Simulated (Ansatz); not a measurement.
C2H5FO2Si (`CC(=O)O[SiH2]F`). Total charge 0; spin multiplicity 1. All single points use the PBE0-D4/def2-TZVP geometry. It is one conformer, not always the lowest.

```xyz
11

C    -0.045   -1.505    1.259
C    -0.377   -0.357    0.369
O    -1.479    0.108    0.196
O     0.680    0.162   -0.267
Si    0.255    1.458   -1.261
F     1.658    1.880   -1.884
H    -0.947   -1.878    1.737
H     0.678   -1.184    2.012
H     0.429   -2.295    0.674
H    -0.611    1.018   -2.367
H    -0.243    2.594   -0.469
```

Task: What is the dipole moment at B3LYP/def2-TZVPP? (Best estimate.)

Result: The calculation gave: 1.86 D, with components (0.29, -1.44, 1.14) D in this frame, pointing from negative to positive charge.

Task: And with PBE, r2SCAN, ωB97M-V? (Estimate.)

Result: Computed: PBE 1.83 D, r2SCAN 1.90 D, ωB97M-V 1.90 D.

Task: Give the Mulliken charges with B3LYP, PBE, ωB97M-V in def2-TZVPP. (Estimate.)

Result: The calculation gave: 
```
atom  B3LYP    PBE  ωB97M-V
  C1  -0.24  -0.24    -0.28
  C2   0.34   0.27     0.36
  O3  -0.33  -0.28    -0.34
  O4  -0.34  -0.27    -0.34
 Si5   0.70   0.60     0.60
  F6  -0.33  -0.28    -0.31
  H7   0.11   0.11     0.12
  H8   0.11   0.11     0.12
  H9   0.11   0.11     0.12
 H10  -0.07  -0.06    -0.03
 H11  -0.07  -0.06    -0.03
```

B3LYP here is the variant with VWN-RPA as its local correlation; programs differ in this.
